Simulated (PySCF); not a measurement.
Can point charges reproduce the dipole moment of `C1[C@@]2([S@](=O)C)C[C@H]2CC1`?

Coordinates (GFN2-xTB, Å) and charges (e) from the PBE0/pcSseg-1 density (PySCF):

| atom | x | y | z | Mulliken | IAO | Hirshfeld | ESP-fitted |
| --- | --- | --- | --- | --- | --- | --- | --- |
| C1 | 2.886 | -0.017 | 0.189 | -0.3743 | -0.5761 | -0.1345 | -0.4078 |
| S2 | 1.701 | -1.086 | -0.748 | +0.6968 | +1.1005 | +0.3334 | +0.2151 |
| O3 | 1.727 | -2.387 | -0.078 | -0.6214 | -0.9154 | -0.3592 | -0.4204 |
| C4 | 0.204 | -0.245 | -0.114 | -0.6347 | -0.1639 | -0.0247 | +0.1133 |
| C5 | -0.150 | 1.098 | -0.705 | -0.0305 | -0.2667 | -0.0744 | -0.0896 |
| C6 | -1.655 | 1.253 | -0.432 | -0.2743 | -0.2620 | -0.0632 | -0.0864 |
| C7 | -2.222 | -0.174 | -0.362 | -0.1007 | -0.2629 | -0.0658 | -0.1151 |
| C8 | -1.058 | -1.031 | 0.086 | -0.2127 | -0.1278 | -0.0402 | -0.0071 |
| C9 | -0.259 | -0.571 | 1.271 | -0.0417 | -0.3075 | -0.0946 | -0.4501 |
| H10 | 3.884 | -0.414 | 0.029 | +0.1529 | +0.1666 | +0.0517 | +0.1958 |
| H11 | 2.638 | -0.051 | 1.244 | +0.1507 | +0.1611 | +0.0486 | +0.1501 |
| H12 | 2.818 | 0.992 | -0.198 | +0.1339 | +0.1550 | +0.0460 | +0.1156 |
| H13 | 0.420 | 1.920 | -0.269 | +0.1304 | +0.1352 | +0.0371 | +0.0611 |
| H14 | 0.051 | 1.074 | -1.778 | +0.1234 | +0.1369 | +0.0345 | +0.0472 |
| H15 | -1.805 | 1.760 | 0.522 | +0.1243 | +0.1340 | +0.0383 | +0.0507 |
| H16 | -2.146 | 1.846 | -1.202 | +0.1274 | +0.1436 | +0.0431 | +0.0516 |
| H17 | -3.071 | -0.236 | 0.320 | +0.1279 | +0.1408 | +0.0415 | +0.0596 |
| H18 | -2.552 | -0.505 | -1.347 | +0.1256 | +0.1389 | +0.0414 | +0.0625 |
| H19 | -1.091 | -2.089 | -0.124 | +0.1268 | +0.1592 | +0.0484 | +0.0921 |
| H20 | -0.631 | 0.217 | 1.907 | +0.1215 | +0.1431 | +0.0463 | +0.1824 |
| H21 | 0.300 | -1.337 | 1.790 | +0.1488 | +0.1675 | +0.0465 | +0.1794 |

Q: Compute μ = Σ q r for each scheme (1 e·Å = 4.803 D) and compare with the dipole of the full density.

A: The full density gives (-0.87, 3.67, -0.14) D, 3.77 D in size; dipole vectors point from the negative to the positive end.

| scheme | μx | μy | μz | size (D) | share of the full size (%) | angle to the full dipole (°) |
| --- | --- | --- | --- | --- | --- | --- |
| Mulliken | -0.63 | 5.47 | -0.91 | 5.58 | 148 | 10 |
| IAO | -0.53 | 5.41 | -3.10 | 6.26 | 166 | 28 |
| Hirshfeld | -0.50 | 2.61 | -0.92 | 2.81 | 74 | 17 |
| ESP-fitted | -0.84 | 3.68 | -0.11 | 3.78 | 100 | 1 |

Q: Which set comes closest?

A: Length of the difference vector: ESP-fitted 0.05 D, Hirshfeld 1.36 D, Mulliken 1.97 D, IAO 3.45 D. Closest: ESP-fitted. The schemes that divide the density aren't constrained to reproduce the dipole.

Q: What is left for the Hirshfeld atoms' own dipoles?

A: The shares of the density sum to the whole, so what Σ q r misses lies in dipoles about the nuclei. The atomic dipoles sum to (-0.87, 3.67, -0.14) − (-0.50, 2.61, -0.92) = (-0.37, 1.06, 0.78) D, 1.36 D in size.

Q: With the origin at the mean of the coordinates, (0.000, 0.001, 0.000) Å, which are the largest single terms, by size, of the ESP-fitted dipole along the direction of the full one?

A: O3 +5.49, S2 -1.47, C1 +1.35, H21 -1.24, H10 -1.22 D; all 21 atoms together +3.78 D. The single terms depend on the origin, their sum doesn't.

Q: Give the size of the full dipole in other units.

A: 3.77 D = 1.484 au = 0.786 e·Å = 12.59 × 10⁻³⁰ C·m.

Isolated species at its GFN2-xTB geometry (one conformer only).
